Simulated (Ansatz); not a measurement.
Geometry optimisation, UKS B3LYP-D4/def2-SVP (Ansatz 0.2.0).

Input:

```yaml
crystal:
  periodic: [false, false, false]
  atoms:
    - { symbol: S, position_ang: [-0.0842, 1.1588, -0.9503] }
    - { symbol: Al, position_ang: [-0.8326, -0.654, 0.1394] }
    - { symbol: Br, position_ang: [0.6643, -2.4162, 0.5559] }
    - { symbol: H, position_ang: [0.3081, 1.8511, 0.2346] }
magnetization:
  spin_polarized: true
  initial_magnetization: 1
basis:
  gaussian: { orbitals: def2-SVP }
hamiltonian:
  xc: b3lyp
  dispersion: d4
relax:
  f_tol: 0.02
  max_steps: 50
output:
  orbitals: {}
```

Launched with:

```bash
$ ansatz run input.yaml --threads 2 --pin off --max-ram 3072MiB --backend cpu --events-out ev --progress --plain --runs-dir out
```

Where does it end, and by what steps?

The run converged. After 12 steps the energy has fallen by 0.277 eV; H4 moved furthest, 0.75 Å.

| step | energy less start (eV) | largest force component (eV/Å) | accepted |
| --- | --- | --- | --- |
| 0 | 0.0000 | 1.176 | yes |
| 1 | -0.0724 | 0.510 | yes |
| 2 | -0.0807 | 0.030 | yes |
| 3 | -0.0813 | 0.053 | yes |
| 4 | -0.0762 | 1.036 | no |
| 5 | -0.0940 | 0.155 | yes |
| 6 | -0.1151 | 0.404 | yes |
| 7 | -0.1492 | 0.812 | yes |
| 8 | -0.1803 | 0.538 | yes |
| 9 | -0.2551 | 0.245 | yes |
| 10 | -0.2763 | 0.041 | yes |
| 11 | -0.2766 | 0.022 | yes |
| 12 | -0.2769 | 0.002 | yes |

```xyz
4
Properties=species:S:1:pos:R:3
S 0.391 1.056 -0.726
Al -0.394 -0.522 0.613
Br 0.380 -2.637 0.223
H -0.322 2.043 -0.130
```

Time of the run: 35 s on 2 threads of Arm Neoverse V1 (shared host), peak memory 0.21 GiB.
